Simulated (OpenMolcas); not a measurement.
Computed levels of 4s2 4p3 in ions with 33 electrons, in cm-1 above 4S* 3/2.

```
Program             : OpenMolcas 26.06
Method              : RASSCF
Basis               : ANO-R2
Scalar Hamiltonian  : X2C, finite nucleus
Spin-orbit coupling : RASSI with atomic mean-field integrals over the reference wave functions, term energies averaged over their components
```

Active space for each ion: 5 electrons in 9 orbitals (RAS2 4s 4p; RAS3 4d, at most 2 electrons).

```tsv
Level	As	Se+	Kr3+
2D* 3/2	13915	16647	21393
2D* 5/2	14136	17111	22750
2P* 1/2	22081	26797	35398
2P* 3/2	22342	27366	37147
```

Question: Estimate 2D* 3/2, 2D* 5/2 for Br2+ from its neighbours Se+ and Kr3+.

Answer: 2D* 3/2 is another term, which grows about linearly with the charge: (16647 + 21393) / 2 = 19020. The calculation gives 19466, so the estimate is off by -2.3 %.
2D* 5/2 is another term, which grows about linearly with the charge: (17111 + 22750) / 2 = 19930. The calculation gives 20298, so the estimate is off by -1.8 %.

Some high roots are left out of the spin-orbit mixing, which shifts the levels that they would mix with (holds for As). Without dynamic correlation excited terms often stand tens of per cent too high (terms of higher spin than the ground term too low), and those without a measured partner can miss by more than the paired ones (holds for As; Se+). Active for correlation alone: 4d; no level in the range computed is led by a configuration that fills it, so any true level of that kind is missing (holds for As). The run also gave levels led by 4s2 4p2 4d, which use shells meant for correlation; these and all levels above them are left out (holds for Se+; Br2+; Kr3+). Only configurations of the active space appear.

* marks odd parity.
